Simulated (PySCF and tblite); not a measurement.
Values are calculated unless marked as measured or tabulated.
C₆H₇N, numbered as in [CH3:1][c:2]1[cH:3][cH:4][cH:5][cH:6][n:7]1.

Free energies: PBE0-D3(BJ)/def2-SVP (IEF-PCM, cyclohexane) on GFN2-xTB structures plus GFN2-xTB thermal terms, symmetry and mirror images included. Conformers within 2.5 kcal/mol (GFN2-xTB free energy) were kept, 5 at most. Couplings: B3LYP/6-31G* with pcJ-1 on H (gas phase; spin-dipole term only for pairs with B, N, F, Si or P). Couplings are for ¹H. H–H couplings come out 0.1 to 0.9 Hz lower than with pcJ-1 on all atoms. Codes: tblite and PySCF.

| conformer | shape | weight % |
| --- | --- | --- |
| 1 | Cs | 100.0 |

(1) Give the couplings in each conformer and the averages at 298.15 K (pairs that fast motion interchanges averaged).

Results:

(1) 
| coupling | pairs | 1 | average (Hz) |
| --- | --- | --- | --- |
| ²J(H1,H1) | 3 | -15.5 | -15.5 |
| ³J(H3,H4) | 1 | 8.6 | 8.6 |
| ³J(H4,H5) | 1 | 8.2 | 8.2 |
| ³J(H5,H6) | 1 | 5.4 | 5.4 |
